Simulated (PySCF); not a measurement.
**MOH₂ across group 4**

Level: PBE0, basis family def2-TZVP, scalar-relativistic core potentials from Rb on and no relativity for lighter atoms.

Each entry is the lowest minimum that a search over a few typed start shapes (and spin states, where more than one is plausible) found, or that minimum re-optimised at the stated level; isomers with ligand–ligand bonds, or fragments after loss of a ligand pair, can lie lower. Open shells are unrestricted; no spin–orbit coupling; PySCF with density fitting.

| molecule | 2S+1 | point group | mean bond to the central atom (Å) | dipole (D) | polar-tensor charge of the central atom | distinct angles (°) | lowest ω (cm⁻¹) |
| --- | --- | --- | --- | --- | --- | --- | --- |
| H₂TiO | 1 | Cs | 1.675 | 4.28 | 1.59 | 116/107 | 420 |
| H₂ZrO | 1 | Cs | 1.821 | 5.52 | 1.70 | 112/105 | 428 |
| H₂HfO | 1 | Cs | 1.821 | 5.89 | 1.61 | 109/105 | 437 |

Spin–orbit coupling can matter for H₂HfO.

Left out of the table are members whose search was unfinished or whose lowest solution was spin-contaminated, unstable, very soft or bonded differently.
